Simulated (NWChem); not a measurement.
# Basis-set dependence for F3Si

```
Si
F 1 1.6265
F 1 1.6265 2 107.83
F 1 1.6265 2 107.83 3 116.18
```
Charge 0, spin multiplicity 2.

The numbers come from NWChem runs, not from measurements. Structure: optimised with UPBE/def2-SVP, a minimum by its harmonic frequencies.

Hartree-Fock energies in Ha, correlation energies in mHa.

The correlated methods keep 8 core orbitals frozen. The structure started from a generated list of species. The unpaired electrons of the parent sit in orbitals of symmetry a' (Cs labels of the run); other states weren't searched. The stability of the SCF solutions was not checked. Open-shell Hartree-Fock references start from PBE0 orbitals. Coupled-cluster values serve here as a point of comparison, not as the truth.

```
basis    functions         UHF    UMP2  SCS-UMP2  CCSD on ROHF  CCSD[T] on ROHF  CCSD(T) on ROHF  CCSD on UHF  CCSD[T] on UHF  CCSD(T) on UHF  URI-MP2
-------  ---------  ----------  ------  --------  ------------  ---------------  ---------------  -----------  --------------  --------------  -------
3-21G           40  -584.24173  -392.5    -378.6        -394.1           -401.6           -400.3       -392.9          -400.2          -398.9  not run
cc-pVDZ         60  -587.38379  -636.6    -610.6        -642.8           -655.6           -653.7       -641.8          -654.3          -652.5   -636.8
cc-pVTZ        124  -587.53343  -848.2    -821.7       not run          not run          not run      not run         not run         not run   -848.3
```

From cc-pVDZ to cc-pVTZ the Hartree-Fock energy moves by -149.6 mHa and the UMP2 correlation energy by -211.6 mHa, which is 25 % of its value in the larger set.
